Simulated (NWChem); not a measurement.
# C2H3Br; SMILES C=CBr

Computed with NWChem. Structure relaxed at the B3LYP/6-31G* (spherical d) level. Static field.

For level LDA (Slater exchange, VWN5)/def2-SVPD:

| Quantity | Value |
|---|---|
| isotropic polarisability (bohr³) | 49.7 |
| anisotropy (bohr³) | 29.1 |

Question: What are these values for level Hartree-Fock/def2-SVPD?

Answer: 
| Item | Result |
|---|---|
| isotropic polarisability (bohr³) | 46.8 |
| anisotropy (bohr³) | 27.6 |
